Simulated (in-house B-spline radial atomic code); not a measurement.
Inner levels of iron as electrons are removed. A shift is the extra binding of the orbital against the neutral atom ([Ar] 3d3/2(4) 3d5/2(2) 4s2). The density at the nucleus is averaged over the nuclear charge. Computed with an all-electron radial atomic-structure program (B-spline basis): Dirac-Hartree-Fock, jj configuration that fills j = l - 1/2 first, finite nuclei.

A number in brackets counts the electrons of a j subshell.

```json
{"ion": "Fe11+", "configuration": "[Ne] 3s2 3p1/2(2) 3p3/2(1)", "shift of 1s1/2 (eV)": "306.47", "radius of 1s1/2 (bohr)": "0.058411", "Σ<r²> (bohr²)": "3.4996", "change of density at nucleus (bohr⁻³)": "68.181"}
{"ion": "Fe12+", "configuration": "[Ne] 3s2 3p1/2(2)", "shift of 1s1/2 (eV)": "351.88", "radius of 1s1/2 (bohr)": "0.058402", "Σ<r²> (bohr²)": "2.8255", "change of density at nucleus (bohr⁻³)": "83.564"}
{"ion": "Fe13+", "configuration": "[Ne] 3s2 3p1/2(1)", "shift of 1s1/2 (eV)": "399.45", "radius of 1s1/2 (bohr)": "0.058392", "Σ<r²> (bohr²)": "2.204", "change of density at nucleus (bohr⁻³)": "99.296"}
{"ion": "Fe14+", "configuration": "[Ne] 3s2", "shift of 1s1/2 (eV)": "?", "radius of 1s1/2 (bohr)": "?", "Σ<r²> (bohr²)": "?", "change of density at nucleus (bohr⁻³)": "?"}
{"ion": "Fe15+", "configuration": "[Ne] 3s1", "shift of 1s1/2 (eV)": "497.86", "radius of 1s1/2 (bohr)": "0.058377", "Σ<r²> (bohr²)": "1.0776", "change of density at nucleus (bohr⁻³)": "-5.7798"}
{"ion": "Fe16+", "configuration": "[He] 2s2 2p6", "shift of 1s1/2 (eV)": "548.22", "radius of 1s1/2 (bohr)": "0.058373", "Σ<r²> (bohr²)": "0.55852", "change of density at nucleus (bohr⁻³)": "-137.02"}
{"ion": "Fe17+", "configuration": "[He] 2s2 2p1/2(2) 2p3/2(3)", "shift of 1s1/2 (eV)": "677", "radius of 1s1/2 (bohr)": "0.058308", "Σ<r²> (bohr²)": "0.47597", "change of density at nucleus (bohr⁻³)": "-83.982"}
{"ion": "Fe18+", "configuration": "[He] 2s2 2p1/2(2) 2p3/2(2)", "shift of 1s1/2 (eV)": "810.15", "radius of 1s1/2 (bohr)": "0.058238", "Σ<r²> (bohr²)": "0.39953", "change of density at nucleus (bohr⁻³)": "-28.607"}
{"ion": "Fe19+", "configuration": "[He] 2s2 2p1/2(2) 2p3/2(1)", "shift of 1s1/2 (eV)": "947.63", "radius of 1s1/2 (bohr)": "0.058163", "Σ<r²> (bohr²)": "0.32865", "change of density at nucleus (bohr⁻³)": "29.125"}
{"ion": "Fe20+", "configuration": "[He] 2s2 2p1/2(2)", "shift of 1s1/2 (eV)": "?", "radius of 1s1/2 (bohr)": "?", "Σ<r²> (bohr²)": "?", "change of density at nucleus (bohr⁻³)": "?"}
{"ion": "Fe21+", "configuration": "[He] 2s2 2p1/2(1)", "shift of 1s1/2 (eV)": "1237.29", "radius of 1s1/2 (bohr)": "0.057995", "Σ<r²> (bohr²)": "0.20231", "change of density at nucleus (bohr⁻³)": "149.03"}
{"ion": "Fe22+", "configuration": "[He] 2s2", "shift of 1s1/2 (eV)": "1389.68", "radius of 1s1/2 (bohr)": "0.057901", "Σ<r²> (bohr²)": "0.14617", "change of density at nucleus (bohr⁻³)": "211.04"}
{"ion": "Fe23+", "configuration": "[He] 2s1", "shift of 1s1/2 (eV)": "?", "radius of 1s1/2 (bohr)": "?", "Σ<r²> (bohr²)": "?", "change of density at nucleus (bohr⁻³)": "?"}
{"ion": "Fe24+", "configuration": "1s2", "shift of 1s1/2 (eV)": "1659.15", "radius of 1s1/2 (bohr)": "0.057843", "Σ<r²> (bohr²)": "0.0089657", "change of density at nucleus (bohr⁻³)": "-1300.91"}
{"ion": "Fe25+", "configuration": "1s1", "shift of 1s1/2 (eV)": "2102.66", "radius of 1s1/2 (bohr)": "0.056994", "Σ<r²> (bohr²)": "0.0043444", "change of density at nucleus (bohr⁻³)": "-7917.48"}
```

(1) Fill in the row of Fe14+.

(2) Fill in the row of Fe20+.

(3) Fill in the row of Fe23+.

Results:

(1) shift of 1s1/2 (eV): 448.99; radius of 1s1/2 (bohr): 0.05838; Σ<r²> (bohr²): 1.6281; change of density at nucleus (bohr⁻³): 115.89.

(2) shift of 1s1/2 (eV): 1089.42; radius of 1s1/2 (bohr): 0.058083; Σ<r²> (bohr²): 0.26282; change of density at nucleus (bohr⁻³): 89.234.

(3) shift of 1s1/2 (eV): 1523.07; radius of 1s1/2 (bohr): 0.05789; Σ<r²> (bohr²): 0.075973; change of density at nucleus (bohr⁻³): -525.16.
